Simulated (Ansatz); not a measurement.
Gas-phase electronic energies from Ansatz, PBE0-D4/def2-TZVP geometries. CBS: MP2 limit from def2 TZ/QZ plus the TZ coupled-cluster correction, frozen cores. This one scheme is used for every species. Functionals use def2-TZVPP. B3LYP here is the variant with VWN-RPA as its local correlation; programs differ in this. One conformer a species, not always the lowest.

`C[NH][Al]([CH3])[F]` + CH₃SH → `C[S][Al]([CH3])[F]` + CH₃NH₂  (ligand exchange at the Al–N bond)

**Question.** Is it downhill or uphill in electronic energy at CCSD(T)/CBS, and by how much? (An estimate is asked.)

**Answer.** Computed: Downhill: ΔE = -0.15 eV.

**Question.** What do these levels give: revPBE-D4, BLYP-D4, r2SCAN-D4, CAM-B3LYP-D4, ωB97M-V, revPBE, r2SCAN, B3LYP, CCSD(T)/def2-TZVPP, SCS-MP2/def2-QZVPP, HF/CBS(def2), CCSD/CBS(def2)? (An estimate is asked.)

**Answer.** Computed: revPBE-D4 -0.20, BLYP-D4 -0.11, r2SCAN-D4 -0.17, CAM-B3LYP-D4 -0.08, ωB97M-V -0.14, revPBE -0.20, r2SCAN -0.17, B3LYP -0.10, CCSD(T)/def2-TZVPP -0.12, SCS-MP2/def2-QZVPP -0.12, HF/CBS(def2) -0.09, CCSD/CBS(def2) -0.13 eV.

Largest T1 diagnostic among the species: 0.011.

At CCSD(T), def2-SVP lies +0.09 eV from the extrapolated value and def2-TZVPP +0.03 eV. Leaving LDA and LC-ωPBE aside and taking each functional with its dispersion term where it has one, the values, not all of them listed here, spread over 0.13 eV, from HSE06-D4 to CAM-B3LYP-D4. LDA lies +0.05 eV from PBE without D4.
